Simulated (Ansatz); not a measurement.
Stepwise reaction of `[OH][Mo]([OH])([OH])([OH])=[S]` with hydrogen chloride, as a gas-phase model of exchange steps in deposition or etching. ΔE in kJ/mol; ΔG adds harmonic PBE0-D4 terms to CCSD(T)/CBS, at 1 bar.

Gas-phase electronic energies from Ansatz, PBE0-D4/def2-TZVP geometries. CBS: MP2 limit from def2 TZ/QZ plus the TZ coupled-cluster correction, frozen cores. This one scheme is used for every species. Functionals use def2-TZVPP. B3LYP here is the variant with VWN-RPA as its local correlation; programs differ in this. Elements past krypton have def2 core potentials. For Mo outer-core shells are correlated without core-valence functions, which leaves a few kJ/mol of doubt a bond. Each species was taken in one conformer, which may not be the lowest.

```
step                                                                         reaction  PBE-D4  B3LYP-D4  ωB97M-V  CCSD(T)/CBS  ΔG(600 K)
   1  `[OH][Mo]([OH])([OH])([OH])=[S]` + HCl → `[OH][Mo]([OH])([OH])(=[S])[Cl]` + H₂O   -74.1     -76.3    -76.8        -70.1      -76.4
   2  `[OH][Mo]([OH])([OH])(=[S])[Cl]` + HCl → `[OH][Mo]([OH])(=[S])([Cl])[Cl]` + H₂O   -30.3     -30.0    -25.3        -36.2      -23.6
```

**Question.** By hand: ΔE of the 2 steps together at CCSD(T)/CBS.

**Answer.** (-70.1) + (-36.2) = -106.3 kJ/mol, or -53.1 kJ/mol a step.

In ΔE each step is higher than the one before. All are downhill at CCSD(T)/CBS. ΔG lies between -76.4 and -23.6 kJ/mol a step. PBE-D4 differs from CCSD(T)/CBS by -4.0 to 5.9 kJ/mol a step. Only this route is followed, and other bonds may react first. Isolated molecules leave out the surface, adducts and barriers. Largest T1 diagnostic: 0.025.
